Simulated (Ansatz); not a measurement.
`C[O][Al]([NH2])[SH]`. Total charge 0; spin multiplicity 1. The geometry is a stationary point of PBE0-D4/def2-TZVP. It is one conformer, not always the lowest.

```xyz
11

C     0.154    1.060   -1.668
O    -0.104   -0.068   -0.893
Al   -0.077   -0.495    0.731
N    -0.520   -2.133    1.183
S     0.492    0.932    2.286
H     0.973    0.862   -2.368
H     0.434    1.935   -1.065
H    -0.732    1.329   -2.253
H    -0.534   -2.487    2.124
H    -0.796   -2.847    0.529
H     0.709    1.914    1.394
```

What is the dipole moment at ωB97M-V/def2-TZVPP? (Best estimate.)

Computed: 0.96 D, with components (-0.17, -0.30, -0.90) D in this frame, pointing from negative to positive charge.

And with PBE, r2SCAN, B3LYP? (An estimate is asked.)

Ansatz gave: PBE 0.96 D, r2SCAN 1.01 D, B3LYP 0.95 D.

Give the Mulliken charges with ωB97M-V, B3LYP, PBE in def2-TZVPP. (Estimate.)

The calculation gave: 
```json
{"atom": "C1", "ωB97M-V": "-0.15", "B3LYP": "-0.09", "PBE": "-0.12"}
{"atom": "O2", "ωB97M-V": "-0.36", "B3LYP": "-0.37", "PBE": "-0.30"}
{"atom": "Al3", "ωB97M-V": "0.55", "B3LYP": "0.57", "PBE": "0.48"}
{"atom": "N4", "ωB97M-V": "-0.37", "B3LYP": "-0.42", "PBE": "-0.40"}
{"atom": "S5", "ωB97M-V": "-0.30", "B3LYP": "-0.31", "PBE": "-0.31"}
{"atom": "H6", "ωB97M-V": "0.11", "B3LYP": "0.09", "PBE": "0.09"}
{"atom": "H7", "ωB97M-V": "0.08", "B3LYP": "0.06", "PBE": "0.06"}
{"atom": "H8", "ωB97M-V": "0.11", "B3LYP": "0.09", "PBE": "0.09"}
{"atom": "H9", "ωB97M-V": "0.11", "B3LYP": "0.13", "PBE": "0.14"}
{"atom": "H10", "ωB97M-V": "0.11", "B3LYP": "0.14", "PBE": "0.15"}
{"atom": "H11", "ωB97M-V": "0.11", "B3LYP": "0.11", "PBE": "0.11"}
```

B3LYP here is the variant with VWN-RPA as its local correlation; programs differ in this.
